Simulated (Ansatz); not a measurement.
Consider the formal exchange of groups at the Si–C bond: `C[SiH](F)[SiH2]Cl` + SiH₄ → `F[SiH]([SiH3])[SiH2]Cl` + CH₄.

Isolated molecules relaxed with PBE0-D4/def2-TZVP in Ansatz; ΔE leaves out vibrations. CCSD(T)/CBS is the MP2 limit (def2-TZVPP, def2-QZVPP) plus CCSD(T) − MP2 in def2-TZVPP, frozen cores. This one scheme is used for every species. Functionals use def2-TZVPP. Each species was taken in one conformer, which may not be the lowest.

Is it downhill or uphill in electronic energy at CCSD(T)/CBS, and by how much? (Estimate.)

Ansatz gave: Uphill: ΔE = +1.0 kcal/mol.

What do these levels give: r2SCAN-D4, PBE0-D4, PBE0, CCSD(T)/def2-TZVPP, SCS-MP2/def2-QZVPP, CCSD/CBS(def2)? (Estimate.)

Ansatz gave: r2SCAN-D4 0.0, PBE0-D4 -1.1, PBE0 -0.6, CCSD(T)/def2-TZVPP 1.5, SCS-MP2/def2-QZVPP 2.6, CCSD/CBS(def2) 1.4 kcal/mol.

Largest T1 diagnostic among the species: 0.012.

In def2-TZVPP, CCSD(T) changes the Hartree–Fock value by −2.1 kcal/mol (the triples alone add −0.4 kcal/mol) and MP2 by −1.0 kcal/mol. From PBE to PBE0 (25 % exact exchange), in def2-TZVPP and without D4, ΔE moves by +1.0 kcal/mol.
